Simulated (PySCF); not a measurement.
Lowest empty level (eV) of eight silicon and germanium compounds: PBE beside CAM-B3LYP, computed with PySCF for isolated molecules in the bases named; differences from unrounded values. The eight are the first of their class met in an unordered collection, after screening for sound electronic states; none was chosen by its value. Each molecule has one DFT geometry for both levels.

| molecule | basis | CAM-B3LYP | PBE | difference |
|---|---|---|---|---|
| 3-chloro-1H-silole (C4H5ClSi), SMILES ClC1=C[SiH2]C=C1 | def2-TZVP | -0.73 | -2.75 | -2.01 |
| CH₅F₃Si₂, SMILES C[Si@H](F)[SiH](F)F | def2-TZVP | 0.15 | -1.77 | -1.92 |
| C2H9NOSi, SMILES CO[Si@H](C)N | def2-TZVP | 1.58 | 0.01 | -1.57 |
| C₃H₁₀OSi₂, SMILES C=C[C@H]([SiH3])[SiH2]O | def2-TZVP | 0.62 | -1.31 | -1.94 |
| N-(silylmethyl)propan-1-amine (C4H13NSi), SMILES CCCNC[SiH3] | def2-TZVP | 1.52 | -0.14 | -1.67 |
| Si(F)(Me)(SH)2 (CH5FS2Si), SMILES S[Si](F)(S)C | def2-TZVP | 0.94 | -1.03 | -1.97 |
| CH₆F₂OSi₂, SMILES C(O)([SiH2]F)[SiH2]F | def2-TZVP | 0.19 | -1.68 | -1.86 |
| C3H5FOSi, SMILES F[SiH2]C1=COC1 | def2-TZVP | 0.81 | -1.26 | -2.07 |

PBE lies below CAM-B3LYP in 8 and above it in 0 of the eight; the mean signed difference is -1.88 and the largest -2.07 eV.
